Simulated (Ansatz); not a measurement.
System: SiBr, charge 0, doublet. SiBr (SMILES [Si]Br, doublet).
B3LYP-D3(BJ)/def2-TZVP minimum from Ansatz (a first-principles code):
```
Si
Br 1 2.2523
```
Charge 0, spin multiplicity 2.

Total energies in hartree (Ansatz). Radicals and triplets start from unrestricted determinants; spin-orbit coupling is neglected. Correlated methods leave the cores frozen (noble-gas shells, and filled d and f shells in the p block). No relativity. Spin-orbit terms, left out, reach several kcal/mol for Br and I, and more for heavier atoms.

```tsv
species	HF/def2-TZVPP	CCSD(T)/def2-TZVPP	HF/def2-QZVPP	CCSD(T)/def2-QZVPP	CCSDT(Q)/def2-QZVPP
1: SiBr (SMILES [Si]Br, doublet)	-2861.34396	-2861.61825	-2861.40156	-2861.69939	-2861.70124
2: Si (triplet)	-288.85084	-288.92770	-288.85873	-288.93839	-288.93918
3: Br (doublet)	-2572.39810	-2572.55635	-2572.44770	-2572.62201	-2572.62277
```

### Question
Work out the atomisation energy (electronic, to ground-state atoms) in kJ/mol: take Hartree-Fock from def2-QZVPP, extrapolate the CCSD(T) correlation energy as X^-3 (X = 3, 4), and add CCSDT(Q) - CCSD(T) in def2-QZVPP. 1 hartree = 2625.5 kJ/mol.

### Answer

Species 1: correlation (64·(-0.29783) - 27·(-0.27429))/37 = -0.31501; step -0.00185; E1 = -2861.40156 + (-0.31501) + (-0.00185) = -2861.71842
Species 2: correlation (64·(-0.07966) - 27·(-0.07686))/37 = -0.08170; step -0.00079; E2 = -288.85873 + (-0.08170) + (-0.00079) = -288.94122
Species 3: correlation (64·(-0.17431) - 27·(-0.15825))/37 = -0.18603; step -0.00076; E3 = -2572.44770 + (-0.18603) + (-0.00076) = -2572.63449
-1·E1 +1·E2 +1·E3 = 0.14271 hartree = 374.7 kJ/mol.
